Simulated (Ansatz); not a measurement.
**Swapping CH3 for F on Sc: the HOMO–LUMO gap**

On one Sc centre, n of the CH3 ligands are replaced by F. The HOMO–LUMO gap y in eV at wB97M-V/def2-TZVPP. Shapes: PBE0-D4/def2-TZVP. Programs: Ansatz 0.2.0.

| molecule | n | y (eV) |
| --- | --- | --- |
| Sc(CH3)3 | 0 | 8.68 |
| Sc(CH3)2F | 1 | ? |
| Sc(CH3)F2 | 2 | 9.04 |
| ScF3 | 3 | 12.72 |

Question: Fit y = c + s·n to the known rows and predict Sc(CH3)2F.

Answer: 
1. Means of the 3 rows: n = 1.66667, y = 10.147.
2. Σ(Δn)² = 4.6667, Σ(Δn·Δy) = 5.5067, so the slope is 5.5067/4.6667 = 1.18.
3. Intercept: 10.147 − (1.18) × 1.66667 = 8.180. The largest residual of the fit is 1.50.
4. Sc(CH3)2F: 8.180 + (1.18) × 1 = 9.36 eV.

The run gave 8.77 eV, so the prediction is off by +0.59 eV, within the largest residual. The step per swap drifts from +0.09 to +3.68 eV. Other levels give for Sc(CH3)2F: PBE-D4/def2-TZVPP 2.58; BHLYP-D4/def2-TZVPP 6.82 eV. Orbital gaps aren't excitation energies, and the LUMO depends on the basis. At 6 other levels on record the series doesn't rise at every step.
